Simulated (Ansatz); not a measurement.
A CCSD(T) single point on BH₄PSSe.

```yaml
crystal:
  periodic: [false, false, false]
  atoms:
    - {symbol: B, position_ang: [-1.035402, 0.513669, 0.084732]}
    - {symbol: P, position_ang: [0.738237, 0.417012, -0.651432]}
    - {symbol: S, position_ang: [1.868628, 0.587681, 1.095423]}
    - {symbol: Se, position_ang: [-0.479230, -1.550772, -0.163368]}
    - {symbol: H, position_ang: [-1.893863, 0.786507, -0.699508]}
    - {symbol: H, position_ang: [-1.170910, 0.713112, 1.255181]}
    - {symbol: H, position_ang: [3.041693, 0.201798, 0.560870]}
    - {symbol: H, position_ang: [-0.976952, -1.726107, -1.537699]}
basis:
  gaussian: {orbitals: def2-TZVPP}
correlation: {method: ccsd_t}
output: {orbitals: {seedname: orbitals}}
```

```sh
$ ansatz run in.yaml --threads 4 --pin off --events-out ev --progress --plain
```

The program prints (abridged):

```
Functional definition: HF
1309 factors; integrals over basis functions are off by at most 1.3e-3 eV
mean field evaluation 1: about -86126.0282 eV, gradient 2.2e1 eV
mean field evaluation 2: about -86126.4339 eV, gradient 2.2e1 eV
mean field evaluation 4: about -86128.4723 eV, gradient 3.3e0 eV
mean field evaluation 8: about -86128.5312 eV, gradient 2.4e-1 eV
mean field evaluation 16: about -86128.5317 eV, gradient 2.2e-6 eV
mean field -86128.53166037 eV, -3165.1651585029 hartree, gradient 2.2e-6 eV, S^2 0.000000; 0 other end points of the search recorded, 0 dependent functions left out
20 core orbitals not correlated: weight in the atoms' cores, before any rotation towards them, 1.000 or more for the frozen orbitals, at most 0.000 for the correlated occupied ones
reference -86128.53166037 eV, -3165.1651585029 hartree; 17, 17 occupied and 182, 182 virtual orbitals, 1309 factors
second order -19.73230287 eV of doubles, -0.00000000 eV of singles
cycle   1  -20.21214534 eV  change   -4.8e-1 eV  update   1.1e-1
cycle   2  -20.79762731 eV  change   -5.9e-1 eV  update   3.2e-2
cycle   3  -20.89680054 eV  change   -9.9e-2 eV  update   1.6e-2
cycle   4  -20.88375140 eV  change    1.3e-2 eV  update   4.4e-3
cycle   5  -20.88312533 eV  change    6.3e-4 eV  update   2.1e-3
cycle   6  -20.88295375 eV  change    1.7e-4 eV  update   6.9e-4
cycle   7  -20.88263549 eV  change    3.2e-4 eV  update   2.7e-4
cycle   8  -20.88275496 eV  change   -1.2e-4 eV  update   1.1e-4
cycle   9  -20.88278536 eV  change   -3.0e-5 eV  update   4.7e-5
cycle  10  -20.88274687 eV  change    3.8e-5 eV  update   1.8e-5
perturbative correction -1.00964451 eV, -0.0371037515 hartree
Total energy: -86150.42405175 eV, -3165.9696890469 hartree
```

Run time 76 s (4 threads of a server CPU on a shared host); peak host memory 3.1 GiB.

Correlation energy per correlated electron: -0.644 eV. T1 diagnostic: 0.0124.
